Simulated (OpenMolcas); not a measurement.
**Xe4+: effect of correlating more closed shells**

```
Program             : OpenMolcas 26.06
Basis               : ANO-RCC-VTZP [7s6p4d2f1g]
Scalar Hamiltonian  : DKH2, point nucleus
Active space        : 4 electrons in 4 orbitals (5s 5p)
State averaging     : 2S+1 = 3 even, 6 roots; 2S+1 = 1 even, 12 roots; 2S+1 = 5 odd, 1 root; 2S+1 = 3 odd, 9 roots; 2S+1 = 1 odd, 8 roots
Spin-orbit coupling : RASSI with atomic mean-field integrals over the reference wave functions, term energies averaged over their components
```

Methods on the same reference wave functions:
A. CASSCF
B. MS-CASPT2, IPEA 0.25 Eh, imaginary shift 0.1 Eh (closed shells correlated: none)
C. MS-CASPT2, IPEA 0.25 Eh, imaginary shift 0.1 Eh (closed shells correlated: 4d)
D. MS-CASPT2, IPEA 0.25 Eh, imaginary shift 0.1 Eh (closed shells correlated: 4s 4p 4d)

Energies in cm⁻¹ above 5s² 5p² ³P₀, the measured ground level; measured values from Saloman, J. Phys. Chem. Ref. Data 33, 765 (2004).

| Level | A | B | C | D | Measured |
| --- | --- | --- | --- | --- | --- |
| 5s² 5p² ³P₀ | 0.0 | 0.0 | 0.0 | 0.0 | 0.0 |
| 5s² 5p² ³P₁ | 7995 | 8050 | 7960 | 8000 | 9292 |
| 5s² 5p² ³P₂ [70 %] | 13445 | 12770 | 12610 | 12600 | 14127 |
| 5s² 5p² ¹D₂ [70 %] | 28371 | 26060 | 25850 | 25760 | 28411 |
| 5s² 5p² ¹S₀ | 42307 | 41940 | 43080 | 42700 | 44470 |
| 5s 5p³ ⁵S°₂ | 77329 | 83250 | 89320 | 90140 | 92183 |
| 5s 5p³ ³D°₂ | 119756 | 110700 | 111830 | 112240 | 116097 |
| 5s 5p³ ³D°₁ | 119961 | 110610 | 111470 | 111870 | 115286 |
| 5s 5p³ ³D°₃ | 122888 | 113200 | 114290 | 114710 | 119919 |
| 5s 5p³ ³P°₀ | 136105 | 130500 | 131480 | 131710 | 133408 |
| 5s 5p³ ³P°₁ | 137462 | 131460 | 132090 | 132340 | 134575 |
| 5s 5p³ ³P°₂ [71 %] | 139474 | 133140 | 133340 | 133600 | 134703 |
| 5s 5p³ ¹D°₂ | 171824 | 156600 | 148720 | 148920 | 145807 |
| 5s 5p³ ³S°₁ [60 %] | 172116 | 163820 | 151890 | 152170 | 155518 |
| 5s 5p³ ¹P°₁ [60 %] | 188512 | 177870 | 167510 | 167640 | 169673 |
| 5p⁴ ³P₂ [72 %] | 259650 | 247780 | 240740 | 241590 |  |
| 5p⁴ ³P₁ | 269891 | 259780 | 252870 | 253780 |  |
| 5p⁴ ³P₀ | 269984 | 258880 | 251530 | 252340 |  |
| 5p⁴ ¹D₂ [72 %] | 280731 | 261310 | 254250 | 255010 |  |
| 5p⁴ ¹S₀ | 309406 | 292450 | 283250 | 283720 |  |

Deviations, from unrounded energies. A percentage is the sum of absolute deviations over the sum of measured energies, with the sign that they share, or ± where signs differ.

```json
{"Against measurement": "mean absolute deviation (cm-1)", "Levels": "14", "A": "7300", "B": "4900", "C": "2700", "D": "2500"}
{"Against measurement": "fine structure of the ground term (%)", "Levels": "2", "A": "-8.4", "B": "-11.1", "C": "-12.1", "D": "-12.0"}
{"Against measurement": "other terms of the ground configuration (%)", "Levels": "2", "A": "-3.0", "B": "-6.7", "C": "-5.4", "D": "-6.1"}
{"Against measurement": "other configurations (%)", "Levels": "10", "A": "±7.4", "B": "±4.6", "C": "±2.4", "D": "±2.1"}
```

D lies closest to measurement on these levels and A furthest from it. The largest miss of D in the table is 5s 5p³ ³D°₃, by -5200 cm-1. The ranking rests on the paired levels alone, and a cruder setting can come out closer through cancelling errors.

Among B to D the level of the table that moves most is 5s 5p³ ³S°₁ [60 %], by 12000 cm-1 (lowest in C, highest in B). Moves below CASPT2's spread within the term are not significant.

The mean deviations of B to D differ by less than CASPT2's widest spread within a term (2500 cm-1), so their order carries little weight.

From A to B the spin-free energies of the other terms of 5s² 5p² shown, above ³P, scale by factors of 0.76 to 0.98.

The lowest spin-free term lies below A's lowest term by 0.047 hartree in B, 0.500 hartree in C, 0.656 hartree in D.

What an inner shell adds also hangs on whether the basis holds functions to correlate it.

Term energies are means over components that CASPT2 splits; among the terms shown or strongly mixed into the levels shown the widest spread is 2500 cm-1 (5s 5p³ ¹D°, D). Over all roots computed the reference weight is 0.87 to 0.99 in B, 0.83 to 0.95 in C, 0.82 to 0.94 in D; the roots of lowest weight are the least certain, and an intruder state may touch them. Some levels mix across a computed gap that differs much from the measured one, so their mixing is not that of the real levels. Terms of s pⁿ other than that of highest spin mix with s² pⁿ⁻² d, which this space lacks; all of them can be thousands of cm-1 off, and some have no real level of that name. Computed and measured levels are paired by configuration, term and J; levels that our copy of the source lacks, or whose pairing is in doubt (as where it misses far off the trend of its configuration), stay unpaired and out of the deviations. Only configurations of the active space appear.

A share in square brackets marks a mixed level and gives the weight of the term that names it, the lowest over the columns. ° marks odd parity.
